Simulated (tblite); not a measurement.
Isomers of C2H12NPSi2. Level: GFN2-xTB in tblite, geometry and Hessian alike; calculated harmonic values, unscaled, isolated species. Against measured fundamentals such values can be off by several per cent, at times by over 20. Modes of hydrogen on phosphorus and silicon can be 10 to 20 % off. One conformer each.

Electronic energies: GFN2-xTB at the same geometries; isomer energies are rough at this level and their order can be wrong.

```tsv
SMILES	electronic energy, lowest = 0 (kJ/mol)
CN([SiH3])[Si@@H](C)P	7.7
CN([SiH3])C[SiH2]P	65.6
CCN[SiH2]P[SiH3]	19.2
CN[SiH2]C[SiH2]P	92.1
CCN[SiH2][SiH2]P	84.8
C[Si@H](P)C[SiH2]N	111.4
C[C@H](N[SiH3])[SiH2]P	60.7
CC[Si@H](P)N[SiH3]	0.0
```

**Question.** How do GFN2-xTB zero-point energies change the relative energies?

**Answer.** 
| SMILES | ZPE (kJ/mol) | of it from modes above 1550 cm⁻¹ | electronic (kJ/mol) | with ZPE, lowest = 0 (kJ/mol) | lowest mode (cm⁻¹) | rings |
| --- | --- | --- | --- | --- | --- | --- |
| CC[Si@H](P)N[SiH3] | 343.3 | 191.5 | 0.0 | 0.0 | 35 | 0 |
| CN([SiH3])[Si@@H](C)P | 341.4 | 188.8 | 7.7 | 5.8 | 18 | 0 |
| CCN[SiH2]P[SiH3] | 345.4 | 190.4 | 19.2 | 21.2 | 22 | 0 |
| C[C@H](N[SiH3])[SiH2]P | 337.9 | 186.8 | 60.7 | 55.3 | 40 | 0 |
| CN([SiH3])C[SiH2]P | 336.4 | 182.1 | 65.6 | 58.7 | 28 | 0 |
| CCN[SiH2][SiH2]P | 344.8 | 189.7 | 84.8 | 86.3 | 13 | 0 |
| CN[SiH2]C[SiH2]P | 342.3 | 190.6 | 92.1 | 91.0 | 34 | 0 |
| C[Si@H](P)C[SiH2]N | 344.4 | 199.2 | 111.4 | 112.4 | 29 | 0 |

The zero-point energies span 9.0 kJ/mol, from `CN([SiH3])C[SiH2]P` to `CCN[SiH2]P[SiH3]`. The order is unchanged.

**Question.** What do entropy and thermal enthalpy add at 298.15 K and 1 bar (rigid rotor, harmonic oscillator, one conformer each)?

**Answer.** 
| SMILES | point group | symmetry number | S (J/(mol K)) | H − H(0) (kJ/mol) | ZPE + H − H(0) − TS (kJ/mol) |
| --- | --- | --- | --- | --- | --- |
| CC[Si@H](P)N[SiH3] | C1 | 1 | 455.5 | 33.52 | 241.0 |
| C[C@H](N[SiH3])[SiH2]P | C1 | 1 | 444.0 | 32.49 | 238.0 |
| CN([SiH3])C[SiH2]P | C1 | 1 | 447.2 | 32.44 | 235.5 |
| CN[SiH2]C[SiH2]P | C1 | 1 | 455.7 | 33.25 | 239.7 |
| C[Si@H](P)C[SiH2]N | C1 | 1 | 462.9 | 34.50 | 240.8 |

Not tabulated: `CN([SiH3])[Si@@H](C)P` (lowest mode only 18 cm⁻¹); `CCN[SiH2]P[SiH3]` (lowest mode only 22 cm⁻¹); `CCN[SiH2][SiH2]P` (lowest mode only 13 cm⁻¹).
